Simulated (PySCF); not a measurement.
Input of a run (PBE0-D3(BJ)/def2-SVP geometry optimisation, gas phase (PySCF 2.14.0)), started from GFN2-xTB:
```
{"job": {"xc": "PBE0", "basis": "def2-SVP", "d3": "d3bj", "grid": 1, "maxiter": 40, "shake": 0.03, "kind": "geom"}, "charge": 0, "multiplicity": 1}
Ti     0.696540    -1.117370    -0.159500
O      1.953200    -1.206630    -1.232570
O      0.187060    -2.510150     0.623760
O     -0.675480    -0.546970    -1.112260
Si    -1.650060     0.766020    -0.950700
O     -0.978200     1.778570     0.192350
Si     0.234220     1.539320     1.314950
O      1.049350     0.195150     1.024640
H      2.667150    -1.690110    -1.573350
H      0.569030    -3.412330     0.712390
H     -1.622100     1.558110    -2.133870
H     -2.954340     0.430330    -0.387720
H     -0.556400     1.480900     2.586000
H      1.060590     2.691340     1.139120
```

Output (energies in Eh, forces in Eh/bohr):
```
step   0  E = -1807.12935813  max force = 0.089762
step   1  E = -1807.15901839  max force = 0.019848
step   2  E = -1807.16160089  max force = 0.008420
step   3  E = -1807.16261480  max force = 0.003195
step   4  E = -1807.16275448  max force = 0.002628
step   5  E = -1807.16287039  max force = 0.001272
step   6  E = -1807.16289315  max force = 0.001005
step   7  E = -1807.16291752  max force = 0.001403
step   8  E = -1807.16293244  max force = 0.002088
step   9  E = -1807.16293655  max force = 0.002156
step  10  E = -1807.16297006  max force = 0.001257
step  11  E = -1807.16301771  max force = 0.000830
step  12  E = -1807.16302320  max force = 0.000898
step  13  E = -1807.16304087  max force = 0.001021
step  14  E = -1807.16308229  max force = 0.001253
step  15  E = -1807.16314279  max force = 0.001715
step  16  E = -1807.16324492  max force = 0.002072
step  17  E = -1807.16335168  max force = 0.001748
step  18  E = -1807.16340553  max force = 0.001478
step  19  E = -1807.16377942  max force = 0.003087
step  20  E = -1807.16397327  max force = 0.007766
step  21  E = -1807.16417721  max force = 0.006809
step  22  E = -1807.16435852  max force = 0.002658
step  23  E = -1807.16462035  max force = 0.002736
step  24  E = -1807.16462736  max force = 0.001087
step  25  E = -1807.16465816  max force = 0.001191
step  26  E = -1807.16473451  max force = 0.002231
step  27  E = -1807.16480993  max force = 0.002487
step  28  E = -1807.16485463  max force = 0.001669
step  29  E = -1807.16491861  max force = 0.000649
step  30  E = -1807.16493874  max force = 0.000385
step  31  E = -1807.16494869  max force = 0.000256
optimisation converged
```

Summarise the run.

The energy falls by 93.4 kJ/mol over 32 energy and gradient evaluations, the largest force component goes from 0.0898 to 2.6e-04 Eh/bohr, and the atoms move by 0.259 Å rms after alignment. The bond that changes most is Ti1–O2 (ends: titanium bonded to 4 O; oxygen bonded to Ti and H), which lengthens by 0.115 Å. Bonds longer at the end by more than 0.005 Å: 9 of 14; shorter: 4. Among the angles that change most is Ti1–O2–H9, from 148.3° to 139.7°. Among the dihedrals that turn most is O8–Ti1–O2–H9, from 114° to -67°. The energy never rose by more than 1e-6 Eh on the way. The first step brought 83 % of the lowering.

What are the final bond lengths?

Ti1–O2 1.769 Å, Ti1–O3 1.779 Å, Ti1–O4 1.798 Å, Ti1–O8 1.803 Å, O2–H9 0.960 Å, O3–H10 0.962 Å, O4–Si5 1.665 Å, Si5–O6 1.662 Å, Si5–H11 1.487 Å, Si5–H12 1.487 Å, O6–Si7 1.663 Å, Si7–O8 1.662 Å, Si7–H13 1.487 Å, Si7–H14 1.487 Å. Numbering counts from 1 in the input's order; the species is (OH)2Ti(OSiH2)2O, H6O5Si2Ti.

The run used 167 basis functions and 240 SCF cycles in all.

No frequency check.
